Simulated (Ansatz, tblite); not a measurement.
Forces on the cluster Li₃Al₅⁺ at its PBE-D4/def2-SVP geometry. Total charge 1; doublet.

The xTB rows come from tblite. Another isomer (doublet) lies 0.03 eV lower at PBE0-D4/def2-TZVP; other spin states weren't run for this one.

GFN1-xTB (tblite), largest force 0.80 eV/Å:

```xyz
8
positions Å, forces eV/Å
Li   -1.900    2.024    1.252    0.003   -0.214   -0.124
Li    1.505    0.498   -3.121   -0.459   -0.317    0.186
Li   -1.095   -1.146   -1.101    0.027    0.201   -0.319
Al    0.674   -2.050    1.183    0.059   -0.451    0.194
Al    0.193    1.492   -0.879    0.178    0.583   -0.460
Al   -1.623   -0.909    1.697   -0.342   -0.120    0.121
Al    0.440    0.630    1.491   -0.019    0.289    0.746
Al    1.806   -0.539   -0.523    0.555    0.029   -0.343
```

GFN2-xTB (tblite), largest force 0.78 eV/Å:

```
Li 0.059 -0.079 -0.052
Li 0.011 -0.014 0.078
Li 0.340 0.194 0.283
Al -0.130 -0.046 0.411
Al -0.383 0.216 -0.414
Al -0.367 0.169 -0.075
Al 0.271 -0.706 0.205
Al 0.199 0.268 -0.436
```

PBE-D4/def2-TZVP (Ansatz), largest force 0.08 eV/Å:

```
Li 0.047 -0.050 -0.012
Li -0.013 -0.009 0.062
Li 0.062 0.022 0.052
Al -0.025 0.022 -0.029
Al -0.021 -0.071 0.002
Al 0.026 0.048 -0.062
Al -0.025 0.018 0.045
Al -0.050 0.020 -0.059
```
